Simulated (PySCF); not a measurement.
**Shifts of the heteroatoms**

Molfile (atoms numbered from 1):
```
C3H3BrO
     RDKit          3D

  8  7  0  0  0  0  0  0  0  0999 V2000
   -0.9493   -0.2305    0.2431 C   0  0  0  0  0  0  0  0  0  0  0  0
    0.3690    0.3659   -0.1264 C   0  0  0  0  0  0  0  0  0  0  0  0
    0.5072    2.2417   -0.3592 Br  0  0  0  0  0  0  0  0  0  0  0  0
    1.4891   -0.3044   -0.3190 C   0  0  0  0  0  0  0  0  0  0  0  0
    2.4732   -0.8993   -0.4911 O   0  0  0  0  0  0  0  0  0  0  0  0
   -1.3113    0.1783    1.1997 H   0  0  0  0  0  0  0  0  0  0  0  0
   -0.8614   -1.3219    0.3490 H   0  0  0  0  0  0  0  0  0  0  0  0
   -1.7054   -0.0210   -0.5302 H   0  0  0  0  0  0  0  0  0  0  0  0
  1  2  1  0
  2  3  1  0
  2  4  2  0
  4  5  2  0
  1  6  1  0
  1  7  1  0
  1  8  1  0
M  END
```

- geometry: PBE0-D3(BJ)/def2-SVP
- shieldings: GIAO PBE0/pcSseg-1
- J: B3LYP/pcJ-1 (pcSseg-1 on Br)
- code: PySCF
- single conformer, relativity neglected, fast rotation and ring inversion assumed for equivalent nuclei, gas phase

**Question.** What are the ¹⁷O shifts?

**Answer.** 
```tsv
atoms	environment	σ (ppm)	δ (ppm)
O5	carbonyl oxygen	-85.6	340.4
```

Shieldings were converted by a linear fit to measured shifts: ¹⁷O: δ = 264.06 − 0.892σ (rms 13.4 ppm, 147 shifts, 14.2 ppm with the 1 outlier that the fit left out vs liquid water, solution or neat liquid). A few per cent of atoms miss by over 2 rms, more outside the fitted compound classes. Couplings are scaled by factors fitted to measured values: ²J(H,H) × 0.91 (rms 0.6 Hz); all others are unscaled and can be 10–30 % off.

Couplings (the largest are listed; each averaged over equivalent pairs; quadrupolar broadening usually hides them): ¹J(C4,O5) = 25.5 Hz, ²J(C2,O5) = 8.2 Hz.

On a 300 MHz spectrometer ¹⁷O resonates near 40.7 MHz, so 1 ppm is 40.7 Hz.

Relativistic effects, spin–orbit coupling among them, are left out; they matter for Br and for the light atoms bonded to it.
